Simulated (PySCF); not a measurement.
C₄H₈Cl₂Si.
Numbering: `[Cl:1][CH2:2][SiH2:3][C:4]1([Cl:5])[CH2:6][CH2:7]1`

Geometry (GFN2-xTB, Å), atoms numbered from 1 in this order:
```
atom  x, y, z in Å
Cl1    1.8024    2.1599   -0.4374
C2     2.2848    0.4590   -0.1879
Si3    0.8400   -0.6604   -0.7409
C4    -0.5793   -0.3901    0.4796
Cl5   -0.1130   -0.9342    2.1047
C6    -1.5070    0.7858    0.4185
C7    -2.0196   -0.5845    0.1133
H8     3.1880    0.3006   -0.7706
H9     2.5280    0.3540    0.8666
H10    1.2605   -2.0609   -0.6761
H11    0.4016   -0.2536   -2.0760
H12   -1.8040    1.2441    1.3498
H13   -1.3740    1.4877   -0.3908
H14   -2.2452   -0.8426   -0.9106
H15   -2.6677   -1.0568    0.8359
```

NICS is the negative of the GIAO shielding at a point without a nucleus: at the ring centre (0) and 1 Å above and below it (1); zz is the component along the ring normal. Level: GIAO PBE0/pcSseg-1 (PySCF, non-relativistic, gas phase) on the GFN2-xTB geometry, one conformer.

Ring bond lengths (Å), with Mayer bond orders in brackets: C4–C6 1.499 (0.92), C6–C7 1.495 (0.96), C7–C4 1.499 (0.93).

What do the NICS probes read (ppm)?

```
    ring                                            type  NICS(0)  NICS(1), two faces  NICS(1)zz, two faces  rms pucker (Å)  centre to ring atoms, mean (Å)
C4–C6–C7  3-membered carbocycle; formal bonds all single    -42.5         -9.4 / -7.3         -24.0 / -19.1            0.00                            0.86
```

What do they say, and how far can they be read as aromaticity?

- C4–C6–C7: mean NICS(1)zz -21.6 ppm, shielded. C4, C6, C7 have four or more neighbours, and the NICS criterion for π rings isn't applied. The two faces differ by 4.9 ppm, so no symmetry operation interchanges them. NICS(0) lies 34 ppm below the mean NICS(1).

What are the shieldings of the ring atoms and their hydrogens in the same run (means over atoms taken as equivalent)?

| atoms | environment | σ isotropic (ppm) |
| --- | --- | --- |
| C4 | sp3 C–Cl carbon | 155.8 |
| C6 (×2) | three-membered-ring carbon | 171.0 |
| H12 (×2) | methylene hydrogen | 30.61 |
| H13 (×2) | methylene hydrogen | 30.68 |
